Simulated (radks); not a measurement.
Numerical settings for neutral iron, [Ar] 3d6 4s2. Calculated with a radial shooting solver on a logarithmic mesh with Libxc functionals: scalar-relativistic Kohn-Sham, r2SCAN, spin-unpolarised, spherical densities, finite nucleus; meta-GGA in the generalised Kohn-Sham scheme; Fermi nuclear charge, rms radius 3.7377 fm. The defaults (mesh step 0.008 in ln r, mesh end at 40 bohr or more with all orbitals vanishing there, Anderson mixing 0.5 over 9 steps, residual threshold near 1e-9 with the energy settled to 1e-9 hartree or 1e-11 of itself, here a cap of 98 iterations) give E = -1272.629 hartree and 4s at -5.507 eV in 14 iterations. Run on one thread of a shared host, so times are rough (Arm Neoverse N1): 0.12 s of CPU time, 0.12 s wall, 14 iterations on 2381 mesh points. Changes against that run (0 stands for a change within the tolerance of the run):

| setting | iterations | converged | E (mhartree) | e(4s) (meV) | CPU (s) |
|---|---|---|---|---|---|
| mesh step in ln r 0.02 | 13 | yes | +0.00541 | +0.0129 | 0.06 |
| mesh step in ln r 0.005 | 16 | yes | 0 | 0 | 0.2 |
| mesh step in ln r 0.03 | 13 | yes | +0.0441 | +0.0156 | 0.04 |
| mesh end (bohr) 1 | 11 | level above zero | +1.23e+05 | +8.86e+05 | 0.07 |
| mesh end (bohr) 8 | 14 | yes | +2.66 | +136 | 0.11 |
| residual threshold 1e-16 | 98 | no | 0 | +0.0163 | 0.47 |
| residual threshold 0.1 | 10 | yes | 0 | +1.26 | 0.09 |
| mixing 0.05 | 23 | yes | 0 | +0.0452 | 0.18 |
| linear mixing, mixing 0.05 | 98 | no | +0.303 | +1.81 | 0.66 |
| linear mixing, mixing 0.8 | 36 | no | diverged | - | 0.45 |
| mixing history 20 | 14 | yes | 0 | +0.00529 | 0.12 |
| iteration cap 2 | 2 | no | +168 | -4.89e+03 | 0.02 |

Settled on a wrong energy, with an occupied level pushed above zero by the early mesh end: mesh end (bohr) 1 (+123 hartree). Apart from these: settings that end as converged yet miss the energy by more than 1 mhartree: mesh end (bohr) 8 (+0.00266 hartree). A mesh that ends early acts as a hard wall.
